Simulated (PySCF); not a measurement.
PySCF input file for CH4ClFOSi, SMILES Cl[SiH](F)OC, PBE/pcSseg-1. Coordinates come from a B3LYP-D3(BJ)/def2-SVP optimisation. This is a generated structure with no PubChem entry under its InChIKey; it may be hypothetical. Other conformers were not sampled.

```python
import numpy as np
from pyscf import gto, scf, dft
from pyscf.prop.nmr import rks as nmr

mol = gto.M(
    atom='''
    Si    0.07541670    0.15131997    0.45000850
    F    -0.00778343    1.73881760    0.14206936
    Cl    1.85955240   -0.56373966   -0.25226645
    O    -1.11411985   -0.62645563   -0.36245986
    C    -2.50348823   -0.37066718   -0.26218802
    H    -0.01426277   -0.01386024    1.91335598
    H    -2.74715723    0.65536883   -0.58667151
    H    -2.87025215   -0.51007036    0.77086022
    H    -3.03261331   -1.08005400   -0.91495128
    ''',
    basis='pcSseg-1',
    charge=0,
    spin=0,
    max_memory=1600,
    verbose=3,
)
mf = dft.RKS(mol, xc='pbe')
mf.grids.level = 3
mf.conv_tol = 1e-10
mf.max_cycle = 100
mf.kernel()
n = nmr.NMR(mf)
n.verbose = 2
n.max_cycle_cphf = 60
sigma = n.kernel()
print('atom   isotropic/ppm   span/ppm')
for i, s in enumerate(sigma):
    w = np.linalg.eigvalsh((s + s.T) / 2)
    print(f'{mol.atom_symbol(i):2s}{i + 1:3d} {w.mean():14.3f} {w[2] - w[0]:11.3f}')
```

Program output:

```
converged SCF energy = -964.805561682232
atom   isotropic/ppm   span/ppm
Si  1        361.679      58.281
F   2        284.134     106.929
Cl  3        847.670     316.087
O   4        266.233     129.056
C   5        125.151      84.496
H   6         25.866       9.697
H   7         27.197      10.898
H   8         27.339      10.304
H   9         27.277      10.387
```

The calculation finished and met its thresholds.
